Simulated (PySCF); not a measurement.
# Exercise with solution: entropy of an ideal gas

SnF4, SMILES [F][Sn]([F])([F])[F].

Coordinates come from a PBE-D3(BJ)/def2-SVP optimisation. The isomer is the one that the SMILES or the coordinates give; other isomers of the formula were not compared. The def2 effective core potentials stand for the cores of Sn; spin–orbit coupling is left out.

PBE-D3(BJ)/def2-SVP (PySCF) gives the harmonic wavenumbers 126, 126, 171, 171, 171, 604, 655, 655, 655 cm⁻¹ and the rotational temperatures 0.1288, 0.1288, 0.1288 K. The molar mass is 194.70 g/mol, the symmetry number 12, the spin multiplicity 1.

Task: Work out the entropy at 298.15 K and 1 atm in the rigid-rotor, harmonic-oscillator model.

Result: 
Translation (Sackur–Tetrode at 1 atm): S = R[1.5 ln M + 2.5 ln T − 1.16487] = 174.5 J/(mol K).
Rotation: q = (√π/σ) T^1.5/√(θA θB θC) = 16500, S = R[ln q + 3/2] = 93.2 J/(mol K).
Vibration: with u = 1.4388 ν/T, each mode gives R[u/(e^u − 1) − ln(1 − e^−u)]:
```csv
ν (cm⁻¹),modes,u,S (J/(mol K))
126,2,0.61,25.16
171,3,0.83,30.43
604,1,2.91,1.85
655,3,3.16,4.57
```
These are all the modes. Sum 62.0 J/(mol K).
Spin: R ln 1 = 0.0 J/(mol K).
Total 329.7 J/(mol K); the program's own thermochemistry gives 329.7. Translation makes up 53 % and vibration 19 %. Anharmonicity, hindered rotation and orbital degeneracy are left out.
